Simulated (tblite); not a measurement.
Species: C10H9N.
Structure used (GFN2-xTB), in Å, numbered top down from 1:
```xyz
20
C10H9N angstrom
C     -2.1903    0.8873    0.4022
C     -1.5331   -0.1160   -0.1792
C     -2.2517   -1.3011   -0.7565
C     -0.0886   -0.1033   -0.3382
C      0.6295   -0.5817   -1.3913
C      2.0270   -0.3265   -1.1886
C      2.1955    0.3041    0.0062
C      3.3887    0.7237    0.5958
N      4.3621    1.0796    1.0931
C      0.8721    0.4411    0.6361
C      0.6525    0.8309    1.8927
H     -3.2623    0.8694    0.5040
H     -1.6922    1.7741    0.7530
H     -2.1877   -1.2836   -1.8436
H     -3.3007   -1.2897   -0.4737
H     -1.7982   -2.2282   -0.4101
H      0.2352   -1.0527   -2.2730
H      2.8050   -0.5949   -1.8806
H     -0.3319    0.8131    2.3293
H      1.4638    1.1652    2.5195
```

Computed with GFN2-xTB (tblite): harmonic, unscaled wavenumbers at the GFN2-xTB geometry, gas phase. This tight-binding method is rough: wavenumbers can miss measured ones by several per cent, in bad cases by 10 to 20. One conformer, not necessarily the lowest.

Harmonic wavenumbers (cm⁻¹): 55.5, 77.0, 114.7, 139.4, 179.6, 195.4, 210.2, 309.8, 340.9, 426.8, 459.4, 478.6, 501.9, 511.3, 570.9, 652.2, 662.6, 715.6, 741.7, 772.5, 824.3, 845.7, 858.4, 893.6, 928.2, 948.9, 997.9, 1038.1, 1042.8, 1044.5, 1144.2, 1200.2, 1274.6, 1287.7, 1329.8, 1389.5, 1395.2, 1413.6, 1476.9, 1483.0, 1507.3, 1589.3, 1665.7, 1672.5, 2350.1, 3011.0, 3026.1, 3050.5, 3097.0, 3108.8, 3129.4, 3135.6, 3136.7, 3145.6.

A = 2651, B = 715.4, C = 585.9 MHz; mass 143.073 u (most abundant isotopes); point group C1, symmetry number 1.

**Question.** Zero-point energy?

**Answer.** Half the sum of the wavenumbers: 33779 cm⁻¹ = 96.58 kcal/mol.

**Question.** What is S at 200 K and 1 bar for an ideal gas of classical rigid rotors and harmonic oscillators?

**Answer.** Translation 38.83, rotation 28.86, vibration 19.59: S = 87.3 cal/(mol K).

**Question.** And Cp and H(200 K) − H(0)?

**Answer.** Cp = 30.74 cal/(mol K), of which vibrations give 22.79 (their classical limit is 54 R = 107.3); H(200 K) − H(0) = 3.80 kcal/mol without the zero-point energy, 2.21 from vibrations.

**Question.** How do the functions run with temperature in this model?

**Answer.** 
| T (K) | S (cal/(mol K)) | Cp (cal/(mol K)) | H − H(0) (kcal/mol) | G − H(0) (kcal/mol) | ln q(vib) |
| --- | --- | --- | --- | --- | --- |
| 150 | 79.3 | 24.9 | 2.41 | -9.48 | 2.91 |
| 250 | 94.8 | 36.7 | 5.49 | -18.20 | 5.69 |
| 298.15 | 101.7 | 42.3 | 7.39 | -22.94 | 7.05 |
| 400 | 115.7 | 53.3 | 12.28 | -34.02 | 9.96 |
| 600 | 140.7 | 69.6 | 24.68 | -59.72 | 15.63 |
| 900 | 172.0 | 84.7 | 48.03 | -106.78 | 23.63 |

q(vib) and H(0) count from the zero-point level.

**Question.** What must be added to the electronic energy to get the Gibbs energy at 200 K and 1 bar?

**Answer.** ZPE + [H(200 K) − H(0)] − T·S = 96.58 + 3.80 − 17.46 = 82.92 kcal/mol.

**Question.** Blend soft modes into free rotors: weight 1/[1 + (100 cm⁻¹/ν̃)⁴] for the oscillator and the rest for a rotor with moment μB/(μ + B), μ = h/(8π²ν), B = 10⁻⁴⁴ kg m². What vibrational entropy results?

**Answer.** 18.59 cal/(mol K) in place of 19.59, which changes −T·S at 200 K by +0.20 kcal/mol.

**Question.** Which modes carry the vibrational entropy at 200 K?

**Answer.** 55.5 cm⁻¹: 3.82; 77.0 cm⁻¹: 3.19; 114.7 cm⁻¹: 2.42; 139.4 cm⁻¹: 2.06; 179.6 cm⁻¹: 1.61; 195.4 cm⁻¹: 1.47 cal/(mol K); the other 48 give 5.02 together.

Hindered rotation and anharmonicity are outside this model. Other conformers, if any are populated, would add a mixing term that is left out. The structure is chiral; the term R ln 2 for an equal mix with its mirror image is left out.
